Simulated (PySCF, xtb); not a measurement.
BHI2, SMILES IBI.

Harmonic wavenumbers (cm⁻¹) from xtb 6.7.1 with GFN2-xTB at its own minimum, in rising order: 128, 558, 613, 759, 1061, 2668.

### Question
What does B3LYP-D3(BJ)/def2-SVP in PySCF give at its own minimum? (The exact figures need the calculation; the answer reports its results.)

### Answer
124, 497, 660, 693, 980, 2689. Paired by order, the mean absolute difference is 47 cm⁻¹ and the zero-point energies are 8.3 and 8.1 kcal/mol.
